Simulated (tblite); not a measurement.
Compound: C5H6BF3S.
Numbering: `[CH:1]#[C:2][B:3]([CH2:4][C:5]([F:6])([F:7])[F:8])[S:9][CH3:10]` (hydrogens: H11 on C1; H12, H13 on C4; H14, H15, H16 on C10)

Computed with GFN2-xTB (tblite), gas phase: L-BFGS steps from a force-field or distance-geometry start until the largest atomic force falls under 0.01 eV/Å.

At the end of the run (lengths in Å): B3–S9 1.770, C5–F7 1.343, C2–B3 1.501, S9–C10 1.826, C5–F6 1.345, C10–H15 1.084, C4–H12 1.092, C1–C2–B3 178.5°, B3–S9–C10 104.4°, B3–C4–C5 113.6°, C4–B3–S9 117.1°, C2–B3–C4–C5 34°, B3–C4–C5–F6 54°, C2–B3–S9–C10 2°, H14–C10–S9–B3 93°, H12–C4–B3–C2 155°.

Question: These geometries were met on the way; a selection of coordinates is given. Order them by energy above the end point, lowest first.
A. B3–S9 1.845, C5–F7 1.340, C2–B3 1.485, S9–C10 1.877, C5–F6 1.334, C10–H15 1.078, C4–H12 1.093, C1–C2–B3 177.9°, B3–S9–C10 108.3°, B3–C4–C5 115.9°, C4–B3–S9 119.7°, C2–B3–C4–C5 117°, B3–C4–C5–F6 60°, C2–B3–S9–C10 51°, H14–C10–S9–B3 7°, H12–C4–B3–C2 -120°
B. B3–S9 1.775, C5–F7 1.342, C2–B3 1.501, S9–C10 1.813, C5–F6 1.340, C10–H15 1.082, C4–H12 1.094, C1–C2–B3 168.7°, B3–S9–C10 101.6°, B3–C4–C5 121.1°, C4–B3–S9 115.7°, C2–B3–C4–C5 119°, B3–C4–C5–F6 56°, C2–B3–S9–C10 35°, H14–C10–S9–B3 14°, H12–C4–B3–C2 -124°
C. B3–S9 1.875, C5–F7 1.409, C2–B3 1.557, S9–C10 1.803, C5–F6 1.383, C10–H15 1.120, C4–H12 1.126, C1–C2–B3 179.4°, B3–S9–C10 112.1°, B3–C4–C5 113.1°, C4–B3–S9 123.1°, C2–B3–C4–C5 121°, B3–C4–C5–F6 59°, C2–B3–S9–C10 49°, H14–C10–S9–B3 4°, H12–C4–B3–C2 -117°
D. B3–S9 1.766, C5–F7 1.345, C2–B3 1.496, S9–C10 1.850, C5–F6 1.342, C10–H15 1.092, C4–H12 1.094, C1–C2–B3 167.4°, B3–S9–C10 102.7°, B3–C4–C5 117.8°, C4–B3–S9 119.8°, C2–B3–C4–C5 117°, B3–C4–C5–F6 49°, C2–B3–S9–C10 21°, H14–C10–S9–B3 19°, H12–C4–B3–C2 -124°
E. B3–S9 1.775, C5–F7 1.348, C2–B3 1.503, S9–C10 1.830, C5–F6 1.341, C10–H15 1.084, C4–H12 1.094, C1–C2–B3 171.3°, B3–S9–C10 102.6°, B3–C4–C5 116.4°, C4–B3–S9 121.9°, C2–B3–C4–C5 113°, B3–C4–C5–F6 48°, C2–B3–S9–C10 9°, H14–C10–S9–B3 26°, H12–C4–B3–C2 -124°

Answer: E (0.149 eV), D (0.260 eV), B (0.420 eV), A (0.698 eV), C (1.166 eV).

```tsv
step	E above end (eV)	rms distance from the end, all atoms (Å)	largest force (eV/Å)	rms shift of all bonds from the end (Å)
28	0.149	0.922	0.244	0.007
23	0.260	0.945	0.506	0.008
16	0.420	0.998	0.425	0.005
3	0.698	1.048	0.748	0.025
0	1.166	1.059	2.444	0.041
```

Rows stand in the order of the answer.
